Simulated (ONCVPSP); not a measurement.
## What the settings do to the ONCV potential of Zn

Base potential:

- Element: Zn (Z = 30)
- Generator: ONCVPSP 4.0.1
- Type: optimised norm-conserving Vanderbilt (ONCV)
- Functional: PBE
- Relativity: scalar-relativistic
- Frozen core: [Ne]
- Valence charge: 20
- Reference configuration: 3s2 3p6 3d10 4s1.5 (charge +0.5)
- Partial waves: 3s+4s: rc 1.00 bohr, ncon 4, nbas 8, qcut 14 1/bohr, 2 projectors; 3p: rc 0.70 bohr, ncon 3, nbas 6, qcut 9.6 1/bohr, 2 projectors, debl 2 Ha; 3d: rc 0.70 bohr, ncon 4, nbas 8, qcut 15.1 1/bohr, 2 projectors, debl 3.1 Ha
- Local potential: polynomial inside 0.60 bohr (lpopt 5, dvloc0 -1 Ha)
- Core correction: none

In the p channel the program set the typed energies aside and used -3.235, 0.250 Ha.

All-electron outer shells of the reference configuration (PBE, scalar-relativistic, ld1.x):

| shell | level (eV) | outermost node (bohr) | outermost maximum (bohr) |
| --- | --- | --- | --- |
| 2p | -1008.58 | – | 0.15 |
| 3s | -133.85 | 0.28 | 0.59 |
| 3p | -88.02 | 0.25 | 0.59 |
| 3d | -14.74 | – | 0.57 |
| 4s | -9.84 | 0.85 | 2.04 |

Cutoffs, loose and tight: the cutoffs (Ha) at which the residual kinetic energy of the hardest occupied pseudo-wave falls to 1 and 0.1 mHa per electron. They do not see the model core or the augmentation charge, which bear on the density cutoff. Test errors are all-electron minus pseudo excitation energies from the reference, over the configurations 3s2 3p6 3d10 4s2; 3s2 3p6 3d10 4s1; 3s2 3p6 3d10 4s0; 3s2 3p6 3d10 4s1 4p1. A dash means not determined; rows that change the core or the reference have their own tests.

```csv
change,outcome,"cutoff, loose","cutoff, tight",bound ghosts,GHOST(+) flags above zero,largest test error (meV)
base,"generated, projector energies reset by the program",407 Ha,495 Ha,none,s,-0.6
d: qcut 8.9,"generated, projector energies reset by the program",518 Ha,775 Ha,none,"s, d",+0.3
d: qcut 10.8,"generated, projector energies reset by the program",501 Ha,667 Ha,none,"s, d",-0.3
d: qcut 12.1,"generated, projector energies reset by the program",486 Ha,635 Ha,none,"s, d",-0.4
d: qcut 14,"generated, projector energies reset by the program",449 Ha,520 Ha,none,s,-0.5
d: qcut 15.3,"generated, projector energies reset by the program",394 Ha,492 Ha,none,s,-0.6
d: qcut 18.3,"generated, projector energies reset by the program",152 Ha,241 Ha,none,s,-0.8
d: qcut 19.6,"generated, projector energies reset by the program",162 Ha,226 Ha,none,s,-0.8
d: qcut 21.3,"generated, projector energies reset by the program",177 Ha,226 Ha,none,s,-0.8
d: qcut 22.7,"generated, projector energies reset by the program",188 Ha,226 Ha,none,s,-0.9
```

Problem. What comes out with this change to the base: d: qcut 16.6?

Solution. outcome: generated, projector energies reset by the program; cutoff, loose: 175 Ha; cutoff, tight: 459 Ha; bound ghosts: none; GHOST(+) flags above zero: s; largest test error (meV): -0.7.

Reading the sweep of the qcut of the d channel (base included, trends over the rows without a ghost): The loose cutoff is not monotonic: lowest 152 Ha at 18.3 1/bohr, highest 518 Ha at 8.9 1/bohr. The median size of the test errors (rows with all tests solved) stays near 0.3 meV.
